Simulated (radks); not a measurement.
The numbers below are computed, except where a source is named.
Ionisation of neutral lithium, [He] 2s1, to Li+, [He], under several functionals. Scalar-relativistic Kohn-Sham, spin-polarised, spherical densities, finite nucleus; open shells are filled with parallel spins first; a radial shooting solver on a logarithmic mesh with Libxc functionals.

| functional | E(Li) (hartree) | Exc (hartree) | IE (eV) | -e(HOMO) (eV) | <r> HOMO (bohr) | IE error (eV) |
|---|---|---|---|---|---|---|
| exchange-only r2SCAN | -7.43502 | -1.77790 | 5.248 | 3.188 | 3.883 | -0.144 |
| BLYP | -7.48350 | -1.82570 | 5.531 | 3.031 | 3.768 | +0.139 |
| BP86 | -7.48181 | -1.82334 | 5.566 | 3.272 | 3.794 | +0.174 |

NIST Atomic Spectra Database: 5.392 eV (measured). Closest: BLYP. The Delta-SCF values span 0.32 eV, the total energies 0.05 hartree. The highest occupied level is 2s.
